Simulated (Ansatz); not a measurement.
Ideal-gas functions of BrClGeH₄Si, SMILES `[Cl][GeH2][SiH2]Br` at 800 K and 1 bar, from an Ansatz frequency run at PBE0-D4/def2-TZVP.

Molar mass 220.08 g/mol, point group C1 (symmetry number 1), electronic degeneracy 1, moments of inertia 180.306, 718.75, 831.474 u Å². Harmonic wavenumbers (cm⁻¹, unscaled): 29, 70, 119, 328, 391, 420, 452, 483, 633, 664, 728, 791, 854, 925, 2147, 2165, 2229, 2250.

Use S(trans) = R[1.5 ln M + 2.5 ln T − 1.1517]; rotational temperatures θ = 24.2544 K / I; S(rot) = R[ln(√π/σ · √(T³/θAθBθC)) + 1.5]; for each mode x = 1.438777 ν̃/T, S = R[x/(eˣ − 1) − ln(1 − e⁻ˣ)] and H = RT x/(eˣ − 1); 1 cm⁻¹ = 0.0119627 kJ/mol; R = 8.31446 J/(mol·K).

Q: By hand: the entropy, in J/(mol·K).

A: Translation 196.6. Rotation: θ = 0.1345, 0.0337, 0.0292 K, giving 137.7. Vibration, mode by mode: 32.87, 25.55, 21.15, 12.82, 11.41, 10.84, 10.26, 9.74, 7.67, 7.32, 6.64, 6.05, 5.52, 4.98, 0.87, 0.84, 0.77, 0.75, in all 176.1. Electronic 0.0. Sum 510.4 J/(mol·K).

Q: By hand: H − E and G − E in kJ/mol, counted from the electronic energy.

A: Zero-point energy ½ × 15678 × 0.0119627 = 93.8; thermal vibration 61.8; translation, rotation and pV give 4 RT = 26.6. H − E = 182.2 kJ/mol, and G − E = 182.2 − 800 × 510.4/1000 = -226.1 kJ/mol.

Vibration gives 35 % of the entropy, 79.6 J/(mol·K) of it from the modes under 150 cm⁻¹: soft modes count most, and the harmonic formula is weakest for them. The sum counts one conformer and one mirror image; others add a mixing term.
